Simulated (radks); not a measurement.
Q: The mean radii <r> (bohr) of the occupied orbitals of an atom or ion are listed with their occupations. Method: scalar-relativistic Kohn-Sham, MS2 meta-GGA, spin-polarised, spherical densities, finite nucleus; meta-GGA in the generalised Kohn-Sham scheme; Fermi nuclear charge, rms radius of each element as measured or else 0.836 A^(1/3) + 0.57 fm; computed with a radial shooting solver on a logarithmic mesh with Libxc functionals.

| orbital | occ. | <r> |
|---|---|---|
| 1s down | 1 | 0.01632 |
| 1s up | 1 | 0.01632 |
| 2s up | 1 | 0.06872 |
| 2s down | 1 | 0.06872 |
| 2p up | 3 | 0.06235 |
| 2p down | 3 | 0.06235 |
| 3s down | 1 | 0.1774 |
| 3s up | 1 | 0.1774 |
| 3p down | 3 | 0.1792 |
| 3p up | 3 | 0.1792 |
| 3d up | 5 | 0.1625 |
| 3d down | 5 | 0.1625 |
| 4s up | 1 | 0.3914 |
| 4s down | 1 | 0.3914 |
| 4p up | 3 | 0.4172 |
| 4p down | 3 | 0.4172 |
| 4d up | 5 | 0.4396 |
| 4d down | 5 | 0.4396 |
| 5s up | 1 | 0.8794 |
| 5s down | 1 | 0.8794 |
| 4f up | 7 | 0.4678 |
| 4f down | 7 | 0.4678 |
| 5p up | 3 | 1.008 |
| 5p down | 3 | 1.008 |
| 5d up | 5 | 1.381 |
| 5d down | 5 | 1.381 |
| 6s up | 1 | 2.404 |
| 6s down | 1 | 2.399 |
| 6d up | 1 | 9.761 |

Name the element and its charge. Open shells, if any, are filled with parallel spins first.

A: Z = 81, thallium, charge 0: Tl in [Hg] 6d1. The 1s radius gives Z: for a bare nucleus <r> = (2 gamma + 1)/(2Z) with gamma = sqrt(1 - (Z/c)^2), 0.01613 bohr for Z = 81, and screening makes it slightly larger (0.01632 here). The occupations add up to 81, and the charge is Z minus that.
